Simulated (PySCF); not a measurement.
H₃IrO₃, SMILES [OH][Ir]([OH])[OH], multiplicity 1.

Geometry: PBE0-D3(BJ)/def2-SVP. The spin state was assumed, not searched. The def2 effective core potentials stand for the cores of Ir; spin–orbit coupling is left out. One conformer was computed; it need not be the lowest.

Two levels are set side by side: TDDFT-PBE/def2-SVPD (PySCF) and TDDFT-LC-ωPBE/def2-SVPD (PySCF). Vertical, same geometry. The lowest singlet is HOMO→LUMO 69 %, HOMO−1→LUMO+1 30 % with PBE and HOMO→LUMO 94 % with the other functional; states are paired by order. Differences are taken from unrounded values.

```tsv
quantity	TDDFT-LC-ωPBE
lowest singlet excitation (eV)	1.84
lowest triplet excitation (TDA) (eV)	1.33
```

Problem. What does TDDFT-PBE give, and how far is it from TDDFT-LC-ωPBE? (Estimate from the structure and the level; the computed values follow.)

Solution. 
| quantity | TDDFT-PBE | TDDFT-PBE minus TDDFT-LC-ωPBE |
|---|---|---|
| lowest singlet excitation (eV) | 2.22 | 0.38 |
| lowest triplet excitation (TDA) (eV) | 1.70 | 0.37 |

Rough cost on one machine, each run with all the roots and properties that it gave: TDDFT-LC-ωPBE against TDDFT-PBE about 10 times.
